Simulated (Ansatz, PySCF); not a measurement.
germanium monotelluride (GeTe), SMILES [Ge]=[Te] (connectivity only; charge and spin as stated), neutral, multiplicity 1. Atoms are numbered in the order given.

```xyz
2

Ge     0.0000     0.0000    -1.4497
Te     0.0000     0.0000     0.8888
```

Geometry: PBE0-D3(BJ)/def2-TZVP. The def2 effective core potentials stand for the cores of Te; spin–orbit coupling is left out.

Two levels are set side by side: PBE-D3(BJ)/def2-TZVP (Ansatz, a program for electronic structure) and PBE0-D3(BJ)/def2-TZVP (Ansatz). Each level has its own optimised geometry; the coordinates shown are those of the second. Frequencies come from the Hessian of PySCF at each geometry. Differences are taken from unrounded values.

```tsv
quantity	PBE0-D3(BJ)
bond Ge1–Te2 (Å)	2.338
highest harmonic wavenumber (cm⁻¹)	338
mean harmonic wavenumber (cm⁻¹)	338
zero-point energy (kcal/mol)	0.48
```

Question: What does PBE-D3(BJ) give, and how far is it from PBE0-D3(BJ)? (An estimate is asked for; the answer gives what the named calculation found.)

Answer: 
```csv
quantity,PBE-D3(BJ),PBE-D3(BJ) minus PBE0-D3(BJ)
bond Ge1–Te2 (Å),2.368,0.029
highest harmonic wavenumber (cm⁻¹),318,-20
mean harmonic wavenumber (cm⁻¹),318,-20
zero-point energy (kcal/mol),0.45,-0.03
```
